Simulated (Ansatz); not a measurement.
`[SiH3][SiH2][CH2][GaH2]` + H₂O → `OC[SiH2][SiH3]` + `[GaH3]`  (formal hydrolysis of a C–Ga bond)

Gas-phase electronic energies from Ansatz, PBE0-D4/def2-TZVP geometries. CCSD(T)/CBS is the MP2 limit (def2-TZVPP, def2-QZVPP) plus CCSD(T) − MP2 in def2-TZVPP, frozen cores. This one scheme is used for every species. For Ga outer-core shells are correlated without core-valence functions, which leaves a few kJ/mol of doubt a bond. Scalar relativity is left out up to krypton. One conformer a species, not always the lowest.

```
                  species  SCS-MP2/def2-TZVPP energy (Eh)
`[SiH3][SiH2][CH2][GaH2]`                     -2544.91734
                      H₂O                       -76.32077
         `OC[SiH2][SiH3]`                      -695.98845
                 `[GaH3]`                     -1925.20217
```

(1) Work out ΔE.

Largest T1 diagnostic among the species: 0.013.

## Answers

(1) ΔE = (-695.98845) + (-1925.20217) − (-2544.91734) − (-76.32077) = 0.04749 Eh = +124.7 kJ/mol. CCSD(T)/CBS gives +131.5 kJ/mol.

The D4 term adds +7.8 kJ/mol with B3LYP and +4.4 kJ/mol with PBE0; it sums over pairs of atoms, weighted by their polarisabilities, and B3LYP, whose exchange is more repulsive, gets the larger term. In def2-TZVPP, CCSD(T) changes the Hartree–Fock value by +23.2 kJ/mol (the triples alone add +2.2 kJ/mol) and MP2 by +35.3 kJ/mol.

B3LYP here is the variant with VWN-RPA as its local correlation; programs differ in this.
